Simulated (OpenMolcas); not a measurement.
Mo3+ among 3 point charges of -2 e arranged as a planar triangle (D3h).

```
Program             : OpenMolcas
Method              : SS-CASPT2, IPEA 0.25 Eh, imaginary shift 0.1 Eh (closed shells correlated: 4s 4p)
Basis               : ANO-RCC-VDZP [6s5p3d1f]
Scalar Hamiltonian  : DKH2, point nucleus
Active space        : 3 electrons in 5 orbitals (4d)
State averaging     : 2S+1 = 4 even, 10 roots; 2S+1 = 2 even, 40 roots
Spin-orbit coupling : state interaction with AMFI integrals over the reference wave functions
```

All point charges move together. At R = 2.16 Å the first state of the same spin is 5170 cm-1, and at R = 2.3 Å it is 3280 cm-1.

Problem. A third run gives 7560 cm-1. What distance was it run at?

Solution. With a power law R^-n the two known points give n = -ln(3280 / 5170) / ln(2.3 / 2.16) = 7.25. Then R = 2.16 × (5170 / 7560)^(1/7.25) = 2.050 Å. The run was at 2.03 Å, so the estimate is off by +0.020 Å.

Roots that are degenerate in the reference are averaged as groups; the widest CASPT2 spread within a group is 200 cm-1 (the 2-fold group of multiplicity 4 near 14000 cm-1 above the lowest state of its run, R = 2.03). Shifts and gaps below about the spread of the groups concerned are not significant. Free-ion shares, where given, are those of the reference states; single-state CASPT2 does not remix them. This is an electrostatic model: the charges have no orbitals. No measured value stands beside these numbers.
